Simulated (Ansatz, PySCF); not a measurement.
Caution: the highest occupied level lies above zero, so the state may not be bound. This triplet is an excited state, 1.03 eV above the relaxed singlet at the level frozen-core CCSD(T)/aug-cc-pVTZ // PBE0-D3(BJ)/def2-TZVPD (Ansatz, a quantum-chemistry and plane-wave program).

Cartesian coordinates (Å):
```xyz
7

B      1.3841    -0.1243    -0.0037
B     -0.0432     0.5493    -0.4072
N     -1.3929     0.2339    -0.0777
H      2.4772     0.2608    -0.3668
H      1.3951    -1.1120     0.7321
H     -2.1936     0.7429    -0.4002
H     -1.6268    -0.5506     0.5235
```
Charge -1, spin multiplicity 3.

**Question.** Give the highest occupied spin orbital and total energy at the level PBE-D3(BJ)/def2-TZVPD // PBE0-D3(BJ)/def2-TZVPD in PySCF 2.14.0.

**Answer.** 
```json
{
 "highest_occupied_spin_orbital": "1.69 eV",
 "total_energy": "-106.6915 Ha"
}
```
